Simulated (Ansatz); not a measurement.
Consider the atomization: `C=C(F)B(F)P` → B• + 2 C• + 2 F• + 4 H• + P•.

Isolated molecules relaxed with PBE0-D4/def2-TZVP in Ansatz; ΔE leaves out vibrations. CBS: MP2 limit from def2 TZ/QZ plus the TZ coupled-cluster correction, frozen cores. This one scheme is used for every species, atoms too. For atomizations the MP2-based limit and the directly extrapolated one differ by several kJ/mol either way, and by 10 to 25 for some Ge, Se and Sn compounds, so smaller differences from it don't rank the levels. Functionals use def2-TZVPP. HSE06 is defined as in plane-wave codes. No spin–orbit coupling; open shells (•) take unrestricted orbitals. Spin–orbit coupling would lower the free atoms: a little for B, C, F. Each species was taken in one conformer, which may not be the lowest.

`C=C(F)B(F)P`:

Z-matrix (Å, degrees):
```
C
C 1 1.327
H 1 1.084 2 122.1
H 1 1.082 2 118.9 3 -180.0
F 2 1.351 1 119.3 3 0.2
B 2 1.557 1 125.0 3 -179.0
F 6 1.329 2 117.2 1 -3.0
P 6 1.911 2 122.8 1 -177.7
H 8 1.414 6 97.0 2 -44.4
H 8 1.416 6 96.9 2 -142.7
```

```json
{"level": "HSE06-D4", "ΔE (kcal/mol)": "950.4"}
{"level": "ωB97M-V", "ΔE (kcal/mol)": "948.7"}
```

Question: What does CCSD(T)/CBS give? (Estimate.)

Answer: Ansatz gave: +937.8 kcal/mol. The listed levels differ from it by 12.6, 10.9 kcal/mol.

Largest T1 diagnostic among the species: 0.015.

In def2-TZVPP, CCSD(T) changes the Hartree–Fock value by +229.1 kcal/mol (the triples alone add +17.0 kcal/mol) and MP2 by +251.8 kcal/mol; breaking electron pairs costs correlation energy, which Hartree–Fock lacks. At CCSD(T), def2-SVP lies −46.6 kcal/mol from the extrapolated value and def2-TZVPP −24.8 kcal/mol: correlation converges slowly with the basis, and small sets miss more of it in the bonded molecule than in its fragments. From r2SCAN to r2SCAN0 (25 % exact exchange), in def2-TZVPP and without D4, ΔE moves by −20.9 kcal/mol: exact exchange takes away binding that semilocal exchange gives to molecules.
